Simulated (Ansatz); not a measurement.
A made-up structure of BNH₄Te, singlet:

B1  (-1.026, 0.117, -1.238)
Te2  (0.357, 1.152, -0.070)
N3  (0.885, -0.378, 1.181)
H4  (-1.241, -1.030, -1.006)
H5  (1.149, 2.573, -0.528)
H6  (0.694, -0.087, 2.133)
H7  (1.889, -0.510, 1.111)
(Å)

It is relaxed with PBE-D4/def2-SVP and then PBE0-D4/def2-TZVP (Ansatz 0.2.0). Atoms count as bonded within 1.22 times the sum of their covalent radii (H–H: 0.88 Å). The end point is not checked to be a true minimum.

**Question.** Does its bonding change? (Judge from chemistry; the calculation decides.)

**Answer.** Computed: No: no bond forms or breaks.

Where it ends: The first stage lowers the energy by 1.23 eV in 15 steps. It ends as BNH₄Te ([BH][TeH][NH2]):
```json
{"atom": "B1", "x (Å)": "-1.1189", "y (Å)": "0.3727", "z (Å)": "-1.5298"}
{"atom": "Te2", "x (Å)": "-0.2525", "y (Å)": "0.8321", "z (Å)": "0.3958"}
{"atom": "N3", "x (Å)": "1.0894", "y (Å)": "-0.1923", "z (Å)": "1.6485"}
{"atom": "H4", "x (Å)": "-1.2594", "y (Å)": "-0.7552", "z (Å)": "-1.9287"}
{"atom": "H5", "x (Å)": "0.8908", "y (Å)": "1.7638", "z (Å)": "-0.3805"}
{"atom": "H6", "x (Å)": "1.5452", "y (Å)": "0.4631", "z (Å)": "2.2783"}
{"atom": "H7", "x (Å)": "1.8119", "y (Å)": "-0.6456", "z (Å)": "1.0989"}
```

Labels in which every atom is bracketed show which atoms are joined, not bond orders.

For scale, one of the runs: PBE0-D4/def2-TZVP relaxation, 136 basis functions, launched by `ansatz run in.yaml --threads 2 --pin off --events-out ev --progress --plain --max-ram 4352MiB`. Hardware: 2 CPU threads of an Arm Neoverse V2, shared host. Wall time about 31 s.
